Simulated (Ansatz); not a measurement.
The same group exchange along the group F, Cl, Br.

Program: Ansatz. Geometries: PBE0-D4/def2-TZVP. ΔE: electronic, gas phase. CBS: MP2 limit from def2 TZ/QZ plus the TZ coupled-cluster correction, frozen cores. This one scheme is used for every species. Functionals use def2-TZVPP. B3LYP here is the variant with VWN-RPA as its local correlation; programs differ in this. For Br outer-core shells are correlated without core-valence functions, which leaves a few kJ/mol of doubt a bond. Scalar relativity is left out up to krypton.

```json
{"reaction": "`FC1=N[SiH2]1` + CH₄ → `CC1=N[SiH2]1` + H–F", "B3LYP-D4 (kcal/mol)": "-5.9", "B97M-V (kcal/mol)": "-4.4", "revPBE-D4 (kcal/mol)": "-6.7", "PBE-D4 (kcal/mol)": "-5.9"}
{"reaction": "`ClC1=N[SiH2]1` + CH₄ → `CC1=N[SiH2]1` + HCl", "B3LYP-D4 (kcal/mol)": "-3.6", "B97M-V (kcal/mol)": "-3.9", "revPBE-D4 (kcal/mol)": "-2.7", "PBE-D4 (kcal/mol)": "-2.9"}
{"reaction": "`BrC1=N[SiH2]1` + CH₄ → `CC1=N[SiH2]1` + HBr", "B3LYP-D4 (kcal/mol)": "-2.1", "B97M-V (kcal/mol)": "-2.8", "revPBE-D4 (kcal/mol)": "-1.3", "PBE-D4 (kcal/mol)": "-1.6"}
```

Q: Give the CCSD(T)/CBS values in the same order. (Estimate.)

A: Computed: -9.8, -5.6, -4.0 kcal/mol.

Largest T1 diagnostic: 0.016, for `FC1=N[SiH2]1`.
